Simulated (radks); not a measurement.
Neutral ytterbium inside a hard spherical wall (all orbitals vanish at R), configuration held at [Xe] 4f14 6s2 and not refilled when levels cross. Method: scalar-relativistic Kohn-Sham, r2SCAN, spin-polarised, spherical densities, finite nucleus; meta-GGA in the generalised Kohn-Sham scheme; Fermi nuclear charge, rms radius 5.3108 fm; computed with a radial shooting solver on a logarithmic mesh with Libxc functionals. Eigenvalues in eV for spin up, with the zero of energy where the potential of the charges vanishes at infinity; a dash marks a level that is unbound or too diffuse for the functional's potential to be trusted. A positive occupied level is held by the wall or, in an anion where self-interaction has pushed it up, behind a barrier. The pressure on the wall is -dE/dV.

| R (bohr) | E (hartree) | kinetic (hartree) | e(5s) | e(5p) | e(6s) | e(4f) | e(6p, empty) | e(5d, empty) | pressure (GPa) |
|---|---|---|---|---|---|---|---|---|---|
| free | -14059.5974 | 15318.762 | -56.561 | -28.461 | -4.009 | -2.992 | - | - | 0 |
| 20 | -14059.5974 | 15318.762 | -56.561 | -28.461 | -4.009 | -2.992 | -0.956 | -0.436 | < 0.0001 |
| 15 | -14059.5974 | 15318.762 | -56.559 | -28.460 | -4.008 | -2.991 | -0.950 | -0.433 | 0.000107 |
| 10 | -14059.5956 | 15318.780 | -56.429 | -28.330 | -3.910 | -2.864 | -0.697 | -0.289 | 0.0445 |
| 7 | -14059.5614 | 15318.979 | -55.394 | -27.313 | -2.935 | -1.854 | 1.167 | 0.785 | 1.65 |
| 6 | -14059.5033 | 15319.238 | -54.400 | -26.350 | -1.693 | -0.873 | 3.306 | 1.877 | 5.91 |
| 5 | -14059.3446 | 15319.852 | -52.674 | -24.712 | 1.180 | 0.873 | 7.943 | 3.943 | 24.1 |
| 4 | -14058.8477 | 15321.689 | -49.328 | -21.583 | 8.901 | 4.460 | 19.385 | 8.413 | 130 |
| 2.5 | -14052.9382 | 15343.378 | -29.495 | -0.536 | 74.691 | 28.175 | 101.22 | 39.102 | 4580 |
| 2 | -14041.5242 | 15381.711 | -3.030 | 30.659 | 169.96 | 57.169 | 208.66 | 81.512 | 23200 |
| 1.5 | -13998.4585 | 15514.448 | 83.359 | 132.65 | 446.61 | 128.82 | 506.10 | 208.81 | 174000 |
